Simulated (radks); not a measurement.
Results of a calculation; reference values are marked as such.
Numerical settings for the iodine ion I2+, [Kr] 4d10 5s2 5p3. Code: a radial shooting solver on a logarithmic mesh with Libxc functionals. Model: Dirac Kohn-Sham, BLYP, spin-unpolarised, spherical densities, finite nucleus; open shells are shared between the two j in proportion to 2j + 1; Fermi nuclear charge, rms radius 4.75 fm. The defaults (mesh step 0.008 in ln r, mesh end at 40 bohr or more with all orbitals vanishing there, Anderson mixing 0.5 over 9 steps, residual threshold near 1e-9 with the energy settled to 1e-9 hartree or 1e-11 of itself, here a cap of 88 iterations) give E = -7118.3319 hartree and 5p3/2 at -23.938 eV in 15 iterations. Run on one thread of a shared host, so times are rough (Intel(R) Xeon(R) 6975P-C): 0.1 s of CPU time, 0.1 s wall, 15 iterations on 2254 mesh points. Changes against that run (0 stands for a change within the tolerance of the run):

[
 {"setting": "mesh step in ln r 0.003", "iterations": "17", "converged": "yes", "E (mhartree)": "0", "e(5p3/2) (meV)": "0", "CPU (s)": "0.28"},
 {"setting": "mesh step in ln r 0.012", "iterations": "14", "converged": "yes", "E (mhartree)": "0", "e(5p3/2) (meV)": "0", "CPU (s)": "0.07"},
 {"setting": "mesh step in ln r 0.08", "iterations": "4", "converged": "no", "E (mhartree)": "diverged", "e(5p3/2) (meV)": "-", "CPU (s)": "0.02"},
 {"setting": "mesh end (bohr) 1", "iterations": "14", "converged": "level above zero", "E (mhartree)": "+2.5e+05", "e(5p3/2) (meV)": "+9.86e+05", "CPU (s)": "0.14"},
 {"setting": "mesh end (bohr) 8", "iterations": "15", "converged": "yes", "E (mhartree)": "+0.0363", "e(5p3/2) (meV)": "+2", "CPU (s)": "0.1"},
 {"setting": "residual threshold 0.1", "iterations": "8", "converged": "yes", "E (mhartree)": "0", "e(5p3/2) (meV)": "-0.264", "CPU (s)": "0.07"},
 {"setting": "residual threshold 0.01", "iterations": "8", "converged": "yes", "E (mhartree)": "0", "e(5p3/2) (meV)": "-0.264", "CPU (s)": "0.07"},
 {"setting": "mixing 0.05", "iterations": "19", "converged": "yes", "E (mhartree)": "0", "e(5p3/2) (meV)": "0", "CPU (s)": "0.14"},
 {"setting": "linear mixing, mixing 0.05", "iterations": "88", "converged": "no", "E (mhartree)": "+0.00784", "e(5p3/2) (meV)": "-70.5", "CPU (s)": "0.54"},
 {"setting": "linear mixing, mixing 0.2", "iterations": "88", "converged": "yes", "E (mhartree)": "0", "e(5p3/2) (meV)": "0", "CPU (s)": "0.44"},
 {"setting": "mixing history 3", "iterations": "17", "converged": "yes", "E (mhartree)": "0", "e(5p3/2) (meV)": "0", "CPU (s)": "0.11"},
 {"setting": "iteration cap 8", "iterations": "8", "converged": "no", "E (mhartree)": "0", "e(5p3/2) (meV)": "+0.0444", "CPU (s)": "0.06"}
]

Settled on a wrong energy, with an occupied level pushed above zero by the early mesh end: mesh end (bohr) 1 (+250 hartree). Apart from these: no run marked as converged misses the energy by more than 1 mhartree. A mesh that ends early acts as a hard wall.
